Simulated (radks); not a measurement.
The numbers below are computed, except where a source is named.
Question: All-electron atom: Ga3+ in [Ar] 3d10 (the NIST ground configuration). Code: a radial shooting solver on a logarithmic mesh with Libxc functionals. Model: Dirac Kohn-Sham, PBEsol, spin-unpolarised, spherical densities, finite nucleus; Fermi nuclear charge, rms radius 3.9973 fm.

Spin-orbit splittings of the eigenvalues, e(l+1/2) - e(l-1/2), with zeta = 2 splitting/(2l+1) and mean radii in bohr:

shell  occ.  splitting (eV)  zeta (eV)  <r> j=l-1/2  <r> j=l+1/2
2p        6               ?          ?       0.1884       0.1919
3p        6           3.624      2.416       0.6719       0.6826
3d       10          0.4715     0.1886       0.7836       0.7888

Estimate the 2p splitting.

Answer: 27.63 eV (zeta = 18.42 eV).
